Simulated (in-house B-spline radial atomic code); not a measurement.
A run on an ion of nuclear charge 57 with 57.8 electrons that did not converge. Method: scalar-relativistic (X2C) AM05, spin-polarised, spherical fractional occupations, Fermi nucleus of rms radius 4.855 fm; computed with an all-electron radial atomic-structure program (B-spline basis).

Command:
```bash
python run_scf.py task.json out
```
Settings (nuclear radius in fm, mass in u):
```
Z                57
configuration    [Xe] 5d1.8 6s2
hamiltonian      x2c
method           am05
spin_polarised   True
nucleus          fermi
rms_radius       4.855
atomic_mass      138.90636
speed_of_light   137.035999084
```

First and last ten iterations of the last attempt (damped for 15 steps, keeping 80 % of the old Fock matrix, then DIIS):
```
 iter        energy (Eh)    residual
    1       -8479.783676    4.13e-01
    2       -8480.929884    3.49e-01
    3       -8483.505604    2.21e-01
    4       -8484.731642    1.37e-01
    5       -8485.289283    8.43e-02
    6       -8485.531481    5.14e-02
    7       -8485.631518    3.14e-02
    8       -8485.670422    1.92e-02
    9       -8485.684473    1.19e-02
   10       -8485.689165    7.50e-03
  111       -8485.691547    1.08e-04
  112       -8485.366825    2.91e-02
  113       -8485.366826    2.91e-02
  114       -8485.366832    2.91e-02
  115       -8485.366613    2.91e-02
  116       -8485.368840    2.90e-02
  117       -8485.368903    2.90e-02
  118       -8485.367272    2.91e-02
  119       -8485.365504    2.92e-02
  120       -8485.365131    2.92e-02
 not converged after 120 iterations
```

The smallest residual met was 3.3e-05; the threshold is about 6e-07. No energy from this run should be used. The likely cause: this method binds the added charge weakly or not at all at the basis-set limit, so charge moves back and forth between the atom and the box. Time taken, with all properties: 2.1 s on 1 thread of Arm Neoverse V2, with other jobs on the host.
